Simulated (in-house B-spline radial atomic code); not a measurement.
Orbital energies and mean radii along the 48-electron series, configuration 1s2 2s2 2p6 3s2 3p6 3d10 4s2 4p6 4d10 4f5/2(2). The effective charge is n√(-2ε), a non-relativistic measure. Computed with a radial B-spline atomic code at the basis-set limit: Dirac-Hartree-Fock, jj configuration that fills j = l - 1/2 first, finite nuclei.

```tsv
ion	Z	energy of 4d3/2 (Eh)	mean radius of 4d3/2 (bohr)	energy of 4s1/2 (Eh)	mean radius of 4s1/2 (bohr)	energy of 4d5/2 (Eh)	mean radius of 4d5/2 (bohr)	energy of 3d3/2 (Eh)	mean radius of 3d3/2 (bohr)	effective charge of 4d3/2
Eu15+	63	-16.925	0.61201	-25.495	0.55589	-16.557	0.62087	-55.646	0.22302	23.272
Gd16+	64	-18.566	0.59297	-27.511	0.54168	-18.17	0.60176	-59.261	0.21819	24.375
Tb17+	65	-20.275	0.57512	-29.605	0.52809	-19.849	0.58384	-62.996	0.21356	25.472
Dy18+	66	-22.052	0.55834	-31.777	0.51511	-21.593	0.567	-66.851	0.20911	26.564
Ho19+	67	-23.895	0.54255	-34.027	0.50269	-23.403	0.55114	-70.825	0.20483	27.652
Er20+	68	?	?	?	?	?	?	?	?	?
Tm21+	69	-27.782	0.51356	-38.762	0.47938	-27.218	0.52204	-79.129	0.19674	29.817
Yb22+	70	?	?	?	?	?	?	?	?	?
Lu23+	71	-31.937	0.48757	-43.813	0.45792	-31.291	0.49596	-87.909	0.18924	31.968
```

Q: Fill in the row of Er20+.

A: energy of 4d3/2 (Eh): -25.805; mean radius of 4d3/2 (bohr): 0.52765; energy of 4s1/2 (Eh): -36.355; mean radius of 4s1/2 (bohr): 0.49079; energy of 4d5/2 (Eh): -25.278; mean radius of 4d5/2 (bohr): 0.53618; energy of 3d3/2 (Eh): -74.917; mean radius of 3d3/2 (bohr): 0.20071; effective charge of 4d3/2: 28.736.

Q: Fill in the row of Yb22+.

A: energy of 4d3/2 (Eh): -29.826; mean radius of 4d3/2 (bohr): 0.50022; energy of 4s1/2 (Eh): -41.248; mean radius of 4s1/2 (bohr): 0.46843; energy of 4d5/2 (Eh): -29.222; mean radius of 4d5/2 (bohr): 0.50866; energy of 3d3/2 (Eh): -83.46; mean radius of 3d3/2 (bohr): 0.19292; effective charge of 4d3/2: 30.894.

Q: How does the screening of 4d3/2 change?

A: Z less the effective charge goes from 39.73 at Z = 63 to 39.03 at Z = 71.
